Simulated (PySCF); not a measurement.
## SbP: script and output

File input.py (PySCF 2.14):

```python
from pyscf import gto, scf, mp

mol = gto.M(
    atom='Sb 0 0 0; P 0 0 2.552',
    basis='def2-svpd',
    ecp={'Sb': 'def2-svpd'},
    charge=0,
    spin=0,
    verbose=4,
)
mf = scf.RHF(mol)
mf.kernel()
mp.MP2(mf, frozen=9).kernel()
mf.dip_moment()
print('orbital energies (hartree):', mf.mo_energy[..., max(0, mol.nelec[1]-3):mol.nelec[0]+3].round(4))
```

```bash
$ OMP_NUM_THREADS=1 python input.py
```

Output (some set-up lines and the per-cycle HOMO/LUMO lines with their warnings removed):

```
PySCF version 2.14.0

[INPUT] Symbol           X                Y                Z      unit          X                Y                Z       unit  Magmom
[INPUT]  1 Sb     0.000000000000   0.000000000000   0.000000000000 AA    0.000000000000   0.000000000000   0.000000000000 Bohr   0.0
[INPUT]  2 P      0.000000000000   0.000000000000   2.552000000000 AA    0.000000000000   0.000000000000   4.822581069890 Bohr   0.0

nuclear repulsion = 71.5384552380094
number of shells = 22
number of NR pGTOs = 109
number of NR cGTOs = 56
basis = def2-svpd
ecp = {'Sb': 'def2-svpd'}

******** <class 'pyscf.scf.hf.RHF'> ********
method = RHF
initial guess = minao
damping factor = 0
level_shift factor = 0
DIIS = <class 'pyscf.scf.diis.CDIIS'>
SCF conv_tol = 1e-09
SCF max_cycles = 50
Initial guess from minao.
init E= -553.66344615735
cycle= 1 E= -577.670155092647  delta_E=  -24  |g|= 2.27  |ddm|= 9.54
cycle= 2 E= -575.652157803596  delta_E= 2.02  |g|= 2.91  |ddm|=   14
cycle= 3 E= -579.744242084875  delta_E= -4.09  |g|= 0.365  |ddm|=   13
cycle= 4 E= -579.747050156277  delta_E= -0.00281  |g|= 0.398  |ddm|= 0.97
cycle= 5 E= -579.81128049787  delta_E= -0.0642  |g|= 0.109  |ddm|= 0.387
cycle= 6 E= -579.816979855554  delta_E= -0.0057  |g|= 0.0105  |ddm|= 0.158
cycle= 7 E= -579.817027286963  delta_E= -4.74e-05  |g|= 0.00981  |ddm|= 0.031
cycle= 8 E= -579.817073455449  delta_E= -4.62e-05  |g|= 0.000916  |ddm|= 0.0137
cycle= 9 E= -579.817074078568  delta_E= -6.23e-07  |g|= 0.000231  |ddm|= 0.00253
cycle= 10 E= -579.817074146188  delta_E= -6.76e-08  |g|= 0.000111  |ddm|= 0.000836
cycle= 11 E= -579.817074163743  delta_E= -1.76e-08  |g|= 4.74e-05  |ddm|= 0.000429
cycle= 12 E= -579.817074168801  delta_E= -5.06e-09  |g|= 8.43e-06  |ddm|= 0.000341
cycle= 13 E= -579.817074169001  delta_E= -2e-10  |g|= 1.52e-06  |ddm|= 7.76e-05
Extra cycle  E= -579.817074169001  delta_E= 1.14e-13  |g|= 1.43e-06  |ddm|= 4.84e-06
converged SCF energy = -579.817074169001

******** <class 'pyscf.mp.mp2.RMP2'> ********
nocc = 10, nmo = 47
frozen orbitals 9
E(RMP2) = -580.103949219624  E_corr = -0.286875050623174
E(SCS-RMP2) = -580.091853493528  E_corr = -0.274779324527171
E_corr(same-spin) = -0.0801585417930426
E_corr(oppo-spin) = -0.206716508830131
Dipole moment(X, Y, Z, Debye): -0.00000,  0.00000, -1.83731
orbital energies (hartree): [-0.3519 -0.2931 -0.2931 -0.0268 -0.0268  0.0689]
```

In short: E(SCF) = -579.817074 Eh, 13 cycles, E(MP2) − E(SCF) = -0.28688 Eh, μz(SCF) = -1.84 D.

Run time: 0.94 s on 1 thread of Arm Neoverse V2 (shared host).

Stability towards an unrestricted solution was not tested. The bond length is a typed value, not an optimised one.
